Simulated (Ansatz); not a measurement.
The same path of a periodic cell of 31 atoms, Al$_{30}$Si (host Al, host structure fcc, dopant Si, one Al atom removed) was run twice with different band settings.

Level of theory: DFT r2SCAN, scalar-relativistic, plane waves, PAW (Ansatz 0.2.0). Settings: PAW set soft_1, cutoff 500 eV, k mesh 2x2x2, fermi-dirac smearing 0.1 eV, no spin polarisation.

Relaxed end points:

```xyz
31
Lattice="8.1000 0.0000 0.0000 0.0000 8.1000 0.0000 0.0000 0.0000 8.1000" Properties=species:S:1:pos:R:3
Al 4.076 -0.009 0.022
Al 6.054 2.019 0.019
Si 6.016 -0.013 1.962
Al -0.018 -0.010 0.015
Al 2.047 2.021 0.016
Al 4.072 4.040 0.018
Al 6.053 6.063 0.019
Al 2.052 -0.010 1.993
Al 4.073 2.019 2.000
Al 6.055 4.040 2.001
Al 4.069 -0.010 4.028
Al 6.061 1.996 4.025
Al 6.046 -0.010 6.099
Al -0.006 4.040 0.022
Al 2.047 6.061 0.017
Al -0.022 1.995 2.008
Al 2.046 4.039 1.998
Al 4.072 6.063 2.000
Al 2.046 2.019 4.031
Al 4.076 4.040 4.041
Al 6.062 6.086 4.025
Al 2.044 -0.011 6.089
Al 4.070 2.021 6.094
Al 6.052 4.040 6.093
Al -0.022 6.087 2.008
Al -0.015 4.039 4.031
Al 2.046 6.062 4.031
Al -0.015 2.019 6.092
Al 2.039 4.041 6.085
Al 4.070 6.061 6.094
Al -0.015 6.063 6.092
```

```xyz
31
Lattice="8.1000 0.0000 0.0000 0.0000 8.1000 0.0000 0.0000 0.0000 8.1000" Properties=species:S:1:pos:R:3
Al 4.033 0.000 -0.017
Al 6.092 2.028 -0.020
Si 8.154 0.000 4.104
Al 0.030 0.000 -0.028
Al 2.006 2.030 -0.021
Al 4.038 4.050 -0.012
Al 6.092 6.072 -0.020
Al 2.008 0.000 2.045
Al 4.030 2.028 2.042
Al 6.092 4.050 2.042
Al 4.022 0.000 4.080
Al 6.099 2.003 4.065
Al 6.095 0.000 6.058
Al 0.024 4.050 -0.021
Al 2.006 6.070 -0.021
Al 0.015 2.003 2.049
Al 2.001 4.050 2.033
Al 4.030 6.072 2.042
Al 2.004 2.027 4.073
Al 4.029 4.050 4.074
Al 6.099 6.097 4.065
Al 1.998 0.000 6.048
Al 4.029 2.030 6.056
Al 6.083 4.050 6.051
Al 0.015 6.097 2.049
Al 0.020 4.050 4.070
Al 2.004 6.073 4.073
Al 0.023 2.027 6.054
Al 2.005 4.050 6.055
Al 4.029 6.070 6.056
Al 0.023 6.073 6.054
```

Common settings: climbing image yes; spring 5.0 eV/Å²; optimiser quadratic models (default); end points relaxed.

| run | movable images | start path | force threshold | iteration limit |
| --- | --- | --- | --- | --- |
| 1 | 7 | IDPP | 0.03 eV/Å | 31 |
| 2 | 3 | default | 0.2 eV/Å | 50 |

(1) What does each run give, and how far can it be trusted?

Answers

(1) Run 1: converged after 6 iterations, highest image 0.631 eV above the first end. By the program's own check the climbing image is a first-order saddle point (lowest curvatures found: -0.21 and 1.02 eV/Å²).
Run 2: converged after 2 iterations, highest image 0.691 eV above the first end. The threshold of 0.2 eV/Å is loose, so the images may lie well off the minimum-energy path. The order of the point at the top wasn't checked.
Limits of this set-up: coarse k mesh, no spin, though dangling bonds at a vacancy may carry it, a small cell, in which the defect meets its images, a typed lattice constant that wasn't relaxed here.
